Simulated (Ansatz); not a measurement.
```yaml
atoms:
  - { symbol: H, position_ang: [-1.0000, 0.0000, 0.0000] }
  - { symbol: H, position_ang: [0.5000, -0.8660, 0.0000] }
  - { symbol: H, position_ang: [-0.5000, 0.8660, 0.0000] }
  - { symbol: H, position_ang: [-0.5000, -0.8660, 0.0000] }
  - { symbol: H, position_ang: [1.0000, 0.0000, 0.0000] }
  - { symbol: H, position_ang: [0.5000, 0.8660, 0.0000] }
```

Basis set: cc-pVDZ (spherical functions). All electrons are correlated. Charge 0, multiplicity 1.

Computed with Ansatz (development build ahead of 0.2.0); each method stands on the lowest determinant of its kind that the runs found. Restricted open shells among the atoms or ions are ROHF, correlated in semicanonical orbitals with singles.

The atomization energy at this shape (free ground-state atoms in the same class of orbitals less the molecule, no zero-point energy) of singlet H₆:

| method | atomization energy |
| --- | --- |
| RHF | 666.7 kJ/mol |

Problem. What does RHF-MP2 give?

Solution. 958.6 kJ/mol. Caution for RHF-MP2: bonds are stretched, where a single reference can fail.
